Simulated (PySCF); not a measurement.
Isomers of C7H8P2S, one GFN2-xTB conformer each. Single-point energies are computed at PBE0/pcSseg-1 (PySCF, gas phase, no added dispersion term), electronic only.

**Question.** Rank them by PBE0/pcSseg-1 energy, lowest first (kcal/mol).
A. `[CH:1]#[C:2][P:3]([CH3:4])/[CH:5]=[CH:6]\[P@@H:7](=[S:8])[C:9]#[CH:10]` with C2–P3–C5–C6 93°, C5–C6–P7–S8 82°
B. `[CH:1]#[C:2][P@@H:3](=[S:4])[C:5]#[C:6][P:7]([CH3:8])[CH:9]=[CH2:10]` with C6–P7–C9–C10 -24°

**Answer.** B (0.0), A (6.9).

GFN2-xTB itself gives, in the same order: 1.0, 0.0. GFN2-xTB puts C#CP(C)/C=C\[P@@H](=S)C#C lowest instead.

**Question.** Which frontier levels, dipoles and rotational constants go with these structures?

**Answer.** 
| SMILES | HOMO (eV, PBE0/pcSseg-1) | LUMO (eV) | dipole (D) | A, B, C (MHz) |
| --- | --- | --- | --- | --- |
| C#C[P@@H](=S)C#CP(C)C=C | -6.83 | -1.38 | 3.17 | 1334, 414.4, 347.3 |
| C#CP(C)/C=C\[P@@H](=S)C#C | -6.52 | -1.66 | 4.65 | 1357, 538.7, 446.0 |
